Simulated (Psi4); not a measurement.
Psi4 input (wB97X-D/6-31G*):

```
memory 1500 MB

molecule {
0 2
C     1.50492706   -0.60466710   -0.07475432
C     1.44770015    0.91750541    0.24036628
C    -0.06470589    0.62140119    0.42475711
C     0.12960980   -0.71401574    0.12316742
C    -1.31589384   -0.96191009   -0.30454618
C    -1.48805331    0.61285143   -0.15318532
H     2.28835060   -1.23843322   -0.46748317
H     1.68142096    1.54341397   -0.62461506
H     1.99299505    1.29271556    1.10854041
H    -1.45236276   -1.34466810   -1.31581685
H    -1.91659155   -1.55342644    0.38585634
H    -1.58364837    1.11280011   -1.12019523
H    -2.29166764    0.96060734    0.49888356
symmetry c1
no_reorient
no_com
}

set {
  basis 6-31G*
  reference uks
  scf_type pk
  dft_radial_points 99
  dft_spherical_points 590
  e_convergence 1e-8
  d_convergence 1e-7
  maxiter 150
}

e = energy('wb97x-d')
print_out(f'\nFINAL {e:.10f} DIPOLE {variable("CURRENT DIPOLE")[0]:.6f} {variable("CURRENT DIPOLE")[1]:.6f} {variable("CURRENT DIPOLE")[2]:.6f}\n')
```

Output:

```
   => Loading Basis Set <=

    Name: 6-31G*
    Role: ORBITAL
    Keyword: BASIS
    atoms 1-6  entry C          line   111 file 6-31gs.gbs
    atoms 7-13 entry H          line    44 file 6-31gs.gbs

   => WB97X-D: Empirical Dispersion <=

    Chai and Head-Gordon Dispersion Correction
    Chai, J.-D.; Head-Gordon, M. (2010), J. Chem. Phys., 132: 6615-6620

        s6 =       1.000000

         ---------------------------------------------------------
                                   SCF
               by Justin Turney, Rob Parrish, Andy Simmonett
                          and Daniel G. A. Smith
                              UKS Reference
         ---------------------------------------------------------

  ==> Geometry <==

    Molecular point group: c1
    Full point group: C1

    Geometry (in Angstrom), charge = 0, multiplicity = 2:

       Center              X                  Y                   Z               Mass
    ------------   -----------------  -----------------  -----------------  -----------------
         C            1.504927060000    -0.604667100000    -0.074754320000    12.000000000000
         C            1.447700150000     0.917505410000     0.240366280000    12.000000000000
         C           -0.064705890000     0.621401190000     0.424757110000    12.000000000000
         C            0.129609800000    -0.714015740000     0.123167420000    12.000000000000
         C           -1.315893840000    -0.961910090000    -0.304546180000    12.000000000000
         C           -1.488053310000     0.612851430000    -0.153185320000    12.000000000000
         H            2.288350600000    -1.238433220000    -0.467483170000     1.007825032230
         H            1.681420960000     1.543413970000    -0.624615060000     1.007825032230
         H            1.992995050000     1.292715560000     1.108540410000     1.007825032230
         H           -1.452362760000    -1.344668100000    -1.315816850000     1.007825032230
         H           -1.916591550000    -1.553426440000     0.385856340000     1.007825032230
         H           -1.583648370000     1.112800110000    -1.120195230000     1.007825032230
         H           -2.291667640000     0.960607340000     0.498883560000     1.007825032230

  Running in c1 symmetry.

  Rotational constants: A =      0.28310  B =      0.12402  C =      0.09298 [cm^-1]
  Rotational constants: A =   8487.00564  B =   3718.09436  C =   2787.49945 [MHz]
  Nuclear repulsion =  212.553499528717907

  Charge       = 0
  Multiplicity = 2
  Electrons    = 43
  Nalpha       = 22
  Nbeta        = 21

  ==> Algorithm <==

  SCF Algorithm Type is PK.
[...]
      86A      2.346210    87A      2.357760    88A      2.419630
      89A      2.449267    90A      2.556955    91A      2.578958
      92A      2.588376    93A      2.647620    94A      2.696413
      95A      2.811277    96A      2.916539    97A      3.007105
      98A      3.265958    99A      4.118230   100A      4.256611
     101A      4.350290   102A      4.526093   103A      4.553133
     104A      4.886607

    Beta Occupied:

       1A    -10.310292     2A    -10.309798     3A    -10.308236
       4A    -10.299608     5A    -10.290736     6A    -10.282549
       7A     -0.982941     8A     -0.868686     9A     -0.746268
      10A     -0.711343    11A     -0.674954    12A     -0.572591
      13A     -0.550941    14A     -0.524094    15A     -0.498236
      16A     -0.481477    17A     -0.449617    18A     -0.409160
      19A     -0.397957    20A     -0.363698    21A     -0.314883

    Beta Virtual:

      22A      0.025185    23A      0.127570    24A      0.185109
      25A      0.200381    26A      0.207238    27A      0.229621
      28A      0.239282    29A      0.244087    30A      0.271283
      31A      0.277486    32A      0.295581    33A      0.304797
      34A      0.336599    35A      0.372167    36A      0.490004
      37A      0.525752    38A      0.550127    39A      0.622091
      40A      0.633184    41A      0.645449    42A      0.677030
      43A      0.683613    44A      0.717918    45A      0.731431
      46A      0.736757    47A      0.771981    48A      0.790354
      49A      0.799227    50A      0.832128    51A      0.881127
      52A      0.901929    53A      0.906055    54A      0.934324
      55A      0.950839    56A      0.957048    57A      0.985376
      58A      0.992242    59A      1.028834    60A      1.039525
      61A      1.049260    62A      1.070511    63A      1.156566
      64A      1.251780    65A      1.261206    66A      1.303391
      67A      1.400797    68A      1.527565    69A      1.622789
      70A      1.671507    71A      1.706703    72A      1.739603
      73A      1.858679    74A      1.903838    75A      1.930965
      76A      1.952276    77A      2.038402    78A      2.075135
      79A      2.082528    80A      2.111696    81A      2.167562
      82A      2.191536    83A      2.229884    84A      2.258458
      85A      2.314501    86A      2.354141    87A      2.367973
      88A      2.423749    89A      2.468114    90A      2.567527
      91A      2.588435    92A      2.598861    93A      2.658158
      94A      2.708225    95A      2.819702    96A      2.924443
      97A      3.012905    98A      3.270498    99A      4.127551
     100A      4.265750   101A      4.362152   102A      4.534246
     103A      4.558198   104A      4.895759

    Final Occupation by Irrep:
              A
    DOCC [    21 ]
    SOCC [     1 ]
    NA   [    22 ]
    NB   [    21 ]

  @UKS Final Energy:  -232.58479945159297

   => Energetics <=

    Nuclear Repulsion Energy =            212.5534995287179072
    One-Electron Energy =                -732.9624479878806369
    Two-Electron Energy =                 311.8014927583404869
    DFT Exchange-Correlation Energy =     -23.9721769046234812
    Empirical Dispersion Energy =          -0.0051668461472445
    VV10 Nonlocal Energy =                  0.0000000000000000
    Total Energy =                       -232.5847994515929713

  UHF NO Occupations:
  HONO-2 :   20  A 1.9993271
  HONO-1 :   21  A 1.9794763
  HONO-0 :   22  A 1.0000000
  LUNO+0 :   23  A 0.0205237
  LUNO+1 :   24  A 0.0006729
  LUNO+2 :   25  A 0.0005101
  LUNO+3 :   26  A 0.0002780

Computation Completed

Properties will be evaluated at   0.000000,   0.000000,   0.000000 [a0]

Properties computed using the SCF density matrix

 Multipole Moments:

 ------------------------------------------------------------------------------------
     Multipole            Electronic (a.u.)      Nuclear  (a.u.)        Total (a.u.)
 ------------------------------------------------------------------------------------

 L = 1.  Multiply by 2.5417464519 to convert [e a0] to [Debye]
 Dipole X            :         -0.1528470            0.0000002           -0.1528468
 Dipole Y            :          0.0235945           -0.0000003            0.0235941
 Dipole Z            :         -0.3571070           -0.0000001           -0.3571071
 Magnitude           :                                                    0.3891584

 ------------------------------------------------------------------------------------

FINAL -232.5847994516 DIPOLE -0.152847 0.023594 -0.357107

*** Psi4 exiting successfully. Buy a developer a beer!
```

The geometry given is a B3LYP-D3(BJ)/def2-TZVP minimum.
